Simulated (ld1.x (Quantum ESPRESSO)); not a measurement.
Ranking ultrasoft potentials for rhenium

All share these settings but for the change named:

```
Element                 : rhenium (Re)
Generator               : ld1.x (Quantum ESPRESSO) 7.5
Type                    : ultrasoft
Functional              : LDA (PZ)
Relativity              : scalar-relativistic
Frozen core             : [Xe] 4f14
Valence charge          : 7
Reference configuration : 5d5 6s2 6p0
Partial waves           : 6s (bound): rcut 2.10, rcutus 2.85 bohr; 6s channel at 0.7 Ry: rcut 2.10, rcutus 2.85 bohr; 6p (bound, empty): rcut 2.45, rcutus 2.85 bohr; 6p channel at 3.15 Ry: rcut 2.45, rcutus 2.85 bohr; 5d (bound): rcut 2.05, rcutus 2.70 bohr; 5d channel at -0.1 Ry: rcut 2.05, rcutus 2.70 bohr
Local potential         : all-electron potential smoothed inside 2.55 bohr (lloc = -1)
Core correction         : a·sin(br)/r model core, default radius (core density twice the valence density)
Augmentation charge     : built from norm-conserving waves at rcut, not smoothed further
```

Cutoff: the first of the cutoffs (Ry, on a coarse ladder) from which the occupation-weighted sum of valence levels, in a spherical-Bessel basis at the reference potential, stays within 10 and 1 mRy of its value at 400 Ry; the density cutoff is not measured.

The base gives 15 Ry.

Of 9 variants that were run, those that failed, showed a ghost or another fault, or gave nearly equal values are left out.

(1) Rank these variants from softest to hardest (loose cutoff).
A. waves 5d (bound): rcut 2.05, rcutus 2.98 bohr; 5d channel at -0.1 Ry: rcut 2.05, rcutus 2.98 bohr
B. waves 5d (bound): rcut 1.94, rcutus 2.06 bohr; 5d channel at -0.1 Ry: rcut 1.94, rcutus 2.06 bohr
C. waves 5d (bound): rcut 2.05, rcutus 2.38 bohr; 5d channel at -0.1 Ry: rcut 2.05, rcutus 2.38 bohr
D. waves 5d (bound): rcut 2.05, rcutus 3.74 bohr; 5d channel at -0.1 Ry: rcut 2.05, rcutus 3.74 bohr
E. waves 5d (bound): rcut 1.72, rcutus 1.82 bohr; 5d channel at -0.1 Ry: rcut 1.72, rcutus 1.82 bohr

Answers

(1) D (8 Ry), A (12 Ry), C (18 Ry), B (25 Ry), E (30 Ry).
